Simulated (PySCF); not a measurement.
A PySCF script (with the pyscf-properties extension) for the NMR shieldings of `C(c1c(C(C)C)ccs1)(=O)Cl`, C8H9ClOS, on a GFN2-xTB geometry:

```python
import basis_set_exchange as bse
import numpy as np
from pyscf import gto, dft
from pyscf.prop import nmr

atoms = """
C    -1.698449    0.614643    0.830923
C    -0.911007    0.213435   -0.422258
C    -1.631930   -0.901747   -1.177482
C     0.476958   -0.182524   -0.018059
C     0.877058   -1.494203    0.302513
C     2.187654   -1.582531    0.668286
S     2.989906   -0.078229    0.640688
C     1.530577    0.711496    0.126392
C     1.504516    2.122286   -0.111188
O     0.588492    2.811017   -0.441484
Cl    3.108363    2.874143    0.145642
H    -1.222107    1.459933    1.320699
H    -1.749097   -0.216397    1.531739
H    -2.709639    0.901176    0.553918
H    -0.839693    1.091277   -1.070404
H    -1.853816   -1.740383   -0.521983
H    -2.572915   -0.525635   -1.571262
H    -1.028615   -1.256313   -2.010055
H     0.222797   -2.345610    0.265460
H     2.725800   -2.465157    0.954880
"""
names = dict.fromkeys(["C", "S", "O", "Cl", "H"], "pcSseg-1")
basis = {el: gto.basis.parse(bse.get_basis(n, elements=[el], fmt="nwchem")) for el, n in names.items()}
mol = gto.M(atom=atoms, basis=basis, charge=0, verbose=0)
mf = dft.RKS(mol, xc="PBE0")
mf.grids.level = 2
mf.grids.alignment = dft.numint.BLKSIZE   # the property module wants whole blocks of grid points
mf.conv_tol = 1e-9
mf.kernel()

calc = nmr.RKS(mf)   # GIAO
C = mf.mo_coeff
Co = C[:, mf.mo_occ > 0]
resp = mf.gen_response(singlet=True, hermi=2)
def vind(x):   # induced exchange potential for any number of trial vectors
    d = np.einsum("pi,xij,qj->xpq", C, 2 * x.reshape(-1, C.shape[1], Co.shape[1]), Co, optimize=True)
    return np.einsum("xpq,pi,qj->xij", resp(d - d.transpose(0, 2, 1)), C, Co, optimize=True).ravel()
mo1, _ = nmr.rhf.solve_mo1(calc, with_cphf=vind)
sigma = calc.kernel(mo1)
for i, s in enumerate(sigma):   # ppm
    print("%2d %-2s %9.2f" % (i, mol.atom_pure_symbol(i), np.trace(s) / 3))
```

Problem. What are the results?

Solution. 
```
 0 C     159.98
 1 C     154.35
 2 C     164.11
 3 C      16.70
 4 C      54.70
 5 C      38.44
 6 S     240.90
 7 C      47.51
 8 C      19.78
 9 O    -197.95
10 Cl    485.74
11 H      30.22
12 H      30.94
13 H      30.43
14 H      27.63
15 H      30.39
16 H      30.30
17 H      30.39
18 H      24.49
19 H      24.13
```

These numbers come from an equivalent density-fitted implementation of the same equations, which agrees with the script to about 0.01 ppm for H and up to a few tenths of a ppm for heavy atoms, so last digits may differ.

Problem. Turn these shieldings into chemical shifts. Referencing at the same level of theory: 13C (σ = 186.93 ppm), 1H (σ = 31.72 ppm) vs TMS; CS2 for 33S (σ = 503.73 ppm); H2O for 17O (σ = 336.08 ppm); 35Cl (σ = 949.78 ppm) against HCl.

Solution. Averaging equivalent atoms: C 3: 170.2; C 8: 167.1; C 5: 148.5; C 7: 139.4; C 4: 132.2; C 1: 32.6; C 0/2: 24.9; S 6: 263; O 9: 534.0; Cl 10: 464; H 19: 7.58; H 18: 7.23; H 14: 4.09; H 11/12/13/15/16/17: 1.27 ppm. Unscaled 17O shifts of doubly bonded oxygen tend to come out too high, by tens of ppm or more. Experimental scales use liquid or dissolved standards, which lie at an offset from isolated H2O (liquid H2O: subtract about 36 ppm).

Size and cost of the density-fitted run: 246 basis functions, 87 s wall time on 1 thread of an Intel Xeon Platinum 8488C, shared host; peak memory 1.1 GiB.
